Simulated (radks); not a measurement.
Results of a calculation; reference values are marked as such.
Numerical settings for the rubidium ion Rb3+, [Ar] 3d10 4s2 4p4. Code: a radial shooting solver on a logarithmic mesh with Libxc functionals. Model: Dirac Kohn-Sham, PBEsol, spin-unpolarised, spherical densities, finite nucleus; open shells fill j = l - 1/2 first; Fermi nuclear charge, rms radius 4.2036 fm. The defaults (mesh step 0.008 in ln r, mesh end at 40 bohr or more with all orbitals vanishing there, Anderson mixing 0.5 over 9 steps, residual threshold near 1e-9 with the energy settled to 1e-9 hartree or 1e-11 of itself, here a cap of 66 iterations) give E = -2976.9576 hartree and 4p3/2 at -46.330 eV in 15 iterations. Run on one thread of a shared host, so times are rough (Arm Neoverse V2): 0.09 s of CPU time, 0.09 s wall, 15 iterations on 2189 mesh points. Changes against that run (0 stands for a change within the tolerance of the run):

setting	iterations	converged	E (mhartree)	e(4p3/2) (meV)	CPU (s)
mesh step in ln r 0.02	15	yes	0	0	0.04
mesh step in ln r 0.12	2	no	diverged	-	0
mesh step in ln r 0.05	15	yes	-0.00126	-0.0133	0.02
mesh end (bohr) 1	13	level above zero	+1.1e+05	+5.21e+05	0.06
mesh end (bohr) 3	15	yes	+316	+4.2e+03	0.08
residual threshold 0.1	9	yes	0	+0.573	0.07
residual threshold 1e-05	11	yes	0	-0.00568	0.08
mixing 1.5	15	yes	0	0	0.09
linear mixing, mixing 0.8	35	yes	0	0	0.18
linear mixing, mixing 1	66	no	+0.0784	+42.4	0.44
mixing history 20	19	yes	0	0	0.11
iteration cap 2	2	no	+2.26e+03	-2.53e+04	0.02

Settled on a wrong energy, with an occupied level pushed above zero by the early mesh end: mesh end (bohr) 1 (+110 hartree). Apart from these: settings that end as converged yet miss the energy by more than 1 mhartree: mesh end (bohr) 3 (+0.316 hartree). A mesh that ends early acts as a hard wall.
